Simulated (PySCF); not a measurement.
In(F)2(SMe) (CH3F2InS), SMILES C[S][In]([F])[F].

The structure is a stationary point at PBE0-D3(BJ)/def2-SVP. The structure was generated by enumeration; whether it is a known compound was not checked. The def2 effective core potentials stand for the cores of In; spin–orbit coupling is left out. Other conformers were not sampled.

The numbers are results of PySCF with TDDFT-LC-ωPBE/def2-SVPD, not measurements.

Vertical excitations.  State labels are in the subgroup Cs.

```tsv
state	symmetry	energy (eV)	λ (nm)	f	main pairs
S1	A"	4.41	281	0.014	HOMO→LUMO 92 %
S2	A'	5.87	211	0.042	HOMO−1→LUMO 52 %, HOMO→LUMO+1 42 %
S3	A"	6.26	198	0.002	HOMO→LUMO+2 73 %, HOMO→LUMO+10 13 %
S4	A'	6.81	182	0.377	HOMO→LUMO+1 48 %, HOMO−1→LUMO 38 %
S5	A'	7.18	173	0.080	HOMO−2→LUMO 55 %, HOMO−3→LUMO 27 %
S6	A"	7.19	172	0.000	HOMO−4→LUMO 84 %
S7	A"	7.22	172	0.008	HOMO−1→LUMO+1 89 %
S8	A'	7.30	170	0.004	HOMO−3→LUMO 46 %, HOMO−2→LUMO 21 %, HOMO−5→LUMO 16 %
S9	A"	7.58	163	0.052	HOMO−6→LUMO 81 %
S10	A'	7.78	159	0.004	HOMO−1→LUMO+2 72 %
T1	A"	3.93	316	0	HOMO→LUMO 89 %
T2	A'	4.86	255	0	HOMO−1→LUMO 84 %
T3	A'	5.63	220	0	HOMO→LUMO+1 88 %
T4	A"	5.64	220	0	HOMO→LUMO+2 67 %, HOMO→LUMO+10 17 %
```
Triplets are in the Tamm–Dancoff approximation, which puts them higher than full response would, so one can lie above its singlet here.
